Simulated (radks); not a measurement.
Results of a calculation; reference values are marked as such.
Q: Ionisation of the bismuth ion Bi+, [Hg] 6p2, to Bi2+, [Hg] 6p1, under several functionals. Scalar-relativistic Kohn-Sham, spin-polarised, spherical densities, finite nucleus; open shells are filled with parallel spins first (spin-orbit coupling, left out, can overturn this in heavy ions); a radial shooting solver on a logarithmic mesh with Libxc functionals. Known Delta-SCF values: BLYP 15.606 eV. What does TASK exchange with Perdew-Wang LDA correlation give, and what is its highest occupied eigenvalue?

A: 16.058 eV by Delta-SCF; the 6p eigenvalue is -12.499 eV. NIST: 16.703 eV (measured).
